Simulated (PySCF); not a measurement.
Vertical excitations of a molecule CH7FOSi2 from TDA-PBE/def2-SVPD (PySCF), as energy in eV (oscillator strength): 6.56 (0.005), 7.01 (0.002), 7.21 (0.008), 7.49 (0.002), 7.53 (0.023), 7.65 (0.024), 7.77 (0.040), 7.93 (0.003), 7.98 (0.038), 8.07 (0.020). Lowest triplet (TDA): 6.32 eV. Geometry: B3LYP-D3(BJ)/def2-SVP. The values are those of a single conformer.

Q: Which structure fits?
A. O[C@@H]([SiH3])[SiH2]F
B. C[SiH2][Si@H](O)F
C. OC[SiH2][SiH2]F
D. C[Si@@H](F)O[SiH3]

A: D, C[Si@@H](F)O[SiH3]
